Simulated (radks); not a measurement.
The numbers below are computed, except where a source is named.
Valence configurations of the magnesium ion Mg+ (all share [Ne]). Level of theory: non-relativistic Kohn-Sham, BLYP, spin-unpolarised, spherical densities, point nucleus (a radial shooting solver on a logarithmic mesh with Libxc functionals). Energies are relative to 3s1; eigenvalues in eV.

valence      E (eV)   e(3p)    e(3s)
3s1           0.000       -  -11.389
3p1           4.425  -7.741        -
3s0.5 3p0.5   2.194  -7.399  -11.824

NIST lists [Ne] 3s1 as the ground configuration; this level of theory agrees among the configurations tried. The energies are those of spherical spin-averaged densities, not of single terms.
